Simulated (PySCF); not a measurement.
## Diatomics of In with the second period

CCSD(T) with double-zeta basis sets in PySCF, for the lowest determinant that a PBE0 search found; no spin–orbit coupling. De refers to high-spin ground-configuration atoms.

```json
{"M": "Li", "basis": "def2-SVP", "reference, frozen orbitals": "RHF, 4", "state (unpaired electrons)": "singlet (closed shell)", "Re (Å)": "3.028", "ωe (cm⁻¹)": "257", "De (eV)": "0.83"}
{"M": "C", "basis": "x2c-SVPall", "reference, frozen orbitals": "UHF, 19", "state (unpaired electrons)": "quartet (σ ↑, π ↑↑)", "Re (Å)": "2.217", "ωe (cm⁻¹)": "490", "De (eV)": "2.58"}
{"M": "N", "basis": "x2c-SVPall", "reference, frozen orbitals": "UHF, 19", "state (unpaired electrons)": "triplet (π ↑↑)", "Re (Å)": "2.232", "ωe (cm⁻¹)": "434", "De (eV)": "1.19"}
{"M": "O", "basis": "def2-SVPD", "reference, frozen orbitals": "UHF, 5", "state (unpaired electrons)": "doublet (π ↑)", "Re (Å)": "2.133", "ωe (cm⁻¹)": "486", "De (eV)": "3.30"}
{"M": "F", "basis": "def2-SVP", "reference, frozen orbitals": "RHF, 5", "state (unpaired electrons)": "singlet (closed shell)", "Re (Å)": "1.996", "ωe (cm⁻¹)": "573", "De (eV)": "5.02"}
```

Problem. By what factor does the harmonic wavenumber vary along the series?

Solution. At CCSD(T) it runs from 257 cm⁻¹ (LiIn) to 573 cm⁻¹ (InF), a factor of 2.23.

The rows differ in basis set, which adds steps of its own.

The state changes along the series, so neighbouring rows are not always alike in their bonding.

Correlated steps freeze the inner cores (4 to 19 orbitals); shallow outer-core shells are correlated. Correlated levels converge slowly with the basis: in double zeta they bind strong bonds too weakly, by up to about 1 eV, and carry superposition errors of some tenths. These are scalar-relativistic numbers at best; spin–orbit coupling would shift them, the dissociation energy most. Where the molecule has an RHF reference, its open-shell atoms are computed with UHF. States were picked by a PBE0 search and need not be the measured ground states.
